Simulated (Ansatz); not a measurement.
Abridged output of a molecular run in Ansatz:

```
Functional definition: HF
1605 factors; integrals over basis functions are off by at most 9.0e-4 eV
mean field evaluation 1: about -41439.5774 eV, gradient 2.5e1 eV
mean field evaluation 2: about -41439.9795 eV, gradient 2.5e1 eV
mean field evaluation 4: about -41442.2857 eV, gradient 3.9e0 eV
mean field evaluation 8: about -41442.3467 eV, gradient 2.6e-1 eV
mean field -41442.34712715 eV, -1522.9781662908 hartree, gradient 8.4e-6 eV, S^2 0.000000; 0 other end points of the search recorded, 0 dependent functions left out
21 core orbitals not correlated: weight in the atoms' cores, before any rotation towards them, 1.000 or more for the frozen orbitals, at most 0.000 for the correlated occupied ones
reference -41442.34712715 eV, -1522.9781662908 hartree; 16, 16 occupied and 246, 246 virtual orbitals, 1605 factors
second order -22.50145574 eV of doubles, -0.00000000 eV of singles
cycle   1  -23.76754334 eV  change    -1.3e0 eV  update   1.1e-1
cycle   2  -24.42990032 eV  change   -6.6e-1 eV  update   3.2e-2
cycle   3  -24.52449318 eV  change   -9.5e-2 eV  update   1.3e-2
cycle   4  -24.51777038 eV  change    6.7e-3 eV  update   3.4e-3
cycle   5  -24.51648059 eV  change    1.3e-3 eV  update   1.4e-3
cycle   6  -24.51627998 eV  change    2.0e-4 eV  update   4.9e-4
cycle   7  -24.51614236 eV  change    1.4e-4 eV  update   2.2e-4
cycle   8  -24.51618685 eV  change   -4.4e-5 eV  update   9.2e-5
cycle   9  -24.51621142 eV  change   -2.5e-5 eV  update   4.2e-5
cycle  10  -24.51619283 eV  change    1.9e-5 eV  update   2.0e-5
perturbative correction -1.13334124 eV, -0.0416495225 hartree
Total energy: -41467.99666122 eV, -1523.9207692821 hartree
```

Its atoms:

Z-matrix (Å, degrees):
```
C
Si 1 1.881
S 1 1.810 2 108.8
H 1 1.092 2 108.0 3 -119.7
H 1 1.092 2 110.1 3 121.5
S 2 2.148 1 106.4 3 -170.8
H 2 1.482 1 110.8 3 70.1
H 2 1.485 1 110.7 3 -52.0
H 3 1.343 1 97.8 2 -168.5
S 6 2.064 2 96.4 1 -176.9
H 10 1.346 6 98.0 2 -89.1
```

Problem. Which basis set was used?
A. def2-TZVPP
B. def2-TZVPPD
C. def2-SVP
D. def2-SVPD

Solution. A. It gives 283 functions.

Problem. Write the keys of the input that set method, charge and spin (a neutral closed shell needs none for the last two).

Solution. 
```yaml
correlation: {method: ccsd_t}
```
